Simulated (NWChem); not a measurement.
System: SnHOF, singlet; SMILES [F][Sn][OH]

Program: NWChem. Low-valent species are run as closed-shell singlets; no triplet was tried in these runs. def2 effective core potentials on Sn; no spin-orbit coupling. Each level has its own optimisation; frequencies are unscaled. One conformer.

Among these, which level gives the highest value of “lowest (cm⁻¹)”?
A. PBE0/def2-SVP
B. BLYP/def2-SVP
C. PBE/def2-SVP

A, PBE0/def2-SVP. Values: PBE/def2-SVP 156; BLYP/def2-SVP 157; PBE0/def2-SVP 172
